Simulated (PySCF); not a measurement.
Compound: Ti(NMeEt)2(OMe)2, C8H22N2O2Ti (singlet state).
Geometry (PBE0-D3(BJ)/def2-SVP, Å), atoms numbered from 1 in this order:
```
atom  x, y, z in Å
Ti1   -0.673    0.144   -0.285
N2    -0.507    0.189    1.597
C3    -1.598    0.711    2.377
C4     0.680   -0.148    2.347
C5     1.552    1.053    2.693
H6    -1.960   -0.024    3.124
H7    -1.332    1.635    2.928
H8    -2.450    0.967    1.727
H9     0.392   -0.680    3.277
H10    1.282   -0.866    1.766
H11    2.435    0.749    3.276
H12    1.896    1.543    1.770
H13    1.000    1.798    3.287
N14    1.076    0.077   -0.970
C15    1.796    1.215   -1.473
C16    1.744   -1.199   -1.096
C17    1.736   -1.772   -2.508
H18    2.755    1.361   -0.935
H19    2.036    1.131   -2.550
H20    1.197    2.129   -1.342
H21    2.787   -1.106   -0.728
H22    1.255   -1.924   -0.420
H23    2.267   -2.736   -2.545
H24    0.699   -1.932   -2.839
H25    2.225   -1.094   -3.224
O26   -1.521    1.617   -0.844
C27   -2.474    2.314   -1.559
H28   -2.231    2.341   -2.637
H29   -2.540    3.360   -1.207
H30   -3.477    1.861   -1.453
O31   -1.500   -1.383   -0.748
C32   -2.051   -2.571   -0.307
H33   -1.357   -3.125    0.353
H34   -2.296   -3.228   -1.161
H35   -2.986   -2.404    0.261
```

The calculation used TDDFT PBE0/def2-SVPD, vertical, gas phase, core orbitals frozen in the response (PySCF). The geometry optimisation had not met its thresholds, so the values belong to a structure short of the stationary point.

Each state is given a Gaussian of 0.5 eV full width at half maximum, with ε(max) = 2.175×10⁸ f / Δν̃ (Δν̃ the width in cm⁻¹). The cross-section is σ = 3.8235×10⁻²¹ ε cm², given in Mb (10⁻¹⁸ cm²). The width is an assumption, not a result. The curve ends short of the highest state used, and states not computed would add to its high-energy end.

λ (nm), σ (Mb) and a bar:
```
    233.3      27.38 ##############################
    237.0      27.62 ##############################
    240.6      26.74 #############################
    244.2      25.53 ############################
    247.9      24.62 ###########################
    251.5      24.26 ##########################
    255.2      24.21 ##########################
    258.8      24.07 ##########################
    262.4      23.50 ##########################
    266.1      22.30 ########################
    269.7      20.58 ######################
    273.3      18.49 ####################
    277.0      16.20 ##################
    280.6      14.07 ###############
    284.2      12.21 #############
    287.9      10.66 ############
    291.5       9.52 ##########
    295.2       8.66 #########
    298.8       8.05 #########
    302.4       7.54 ########
    306.1       7.04 ########
    309.7       6.50 #######
    313.3       5.89 ######
    317.0       5.20 ######
    320.6       4.48 #####
    324.3       3.74 ####
    327.9       3.05 ###
    331.5       2.43 ###
    335.2       1.87 ##
    338.8       1.41 ##
    342.4       1.04 #
    346.1       0.75 #
    349.7       0.53 #
    353.3       0.37 
    357.0       0.25 
    360.6       0.17 
    364.3       0.11 
    367.9       0.07 
    371.5       0.05 
    375.2       0.03 
    378.8       0.02 
    382.4       0.01 
    386.1       0.01 
    389.7       0.00
```

Task: Where are the band maxima, and which computed states make them?

Result: 236 nm (5.26 eV), ε about 7200, made up of S8 (24%), S9 (27%) and S10 (30%) (ε in L mol⁻¹ cm⁻¹; maxima over ε = 5, shares over 10%). The states used: S1 3.93 eV (f 0.0085); S2 4.07 eV (f 0.020); S3 4.40 eV (f 0.023); S4 4.64 eV (f 0.055); S5 4.82 eV (f 0.032); S6 4.92 eV (f 0.032); S7 5.08 eV (f 0.0065); S8 5.23 eV (f 0.032); S9 5.24 eV (f 0.037); S10 5.38 eV (f 0.047); S11 5.65 eV (f 0.025); S12 5.70 eV (f 0.011); S13 5.72 eV (f 0.010); S14 5.86 eV (f 0.0006); S15 5.91 eV (f 0.0054).

Task: On this curve, what absorbance would a 10⁻⁵ mol/L sample give at 355 nm over a 1 cm path?

Result: 355 nm is 3.493 eV, where ε is about 81 L mol⁻¹ cm⁻¹, so A = ε c l ≈ 0.00081 (Beer–Lambert, with the gas-phase spectrum and the assumed width).

Task: Does any computed singlet lie in the visible range?

Result: No computed singlet lies in the visible range (380 to 750 nm); the lowest, at 315 nm, stands 0.67 eV above its violet end (3.26 eV).

Task: Coming from long wavelengths, where does ε first pass 100 L mol⁻¹ cm⁻¹?

Result: At about 353 nm (3.51 eV), 0.42 eV below S1.
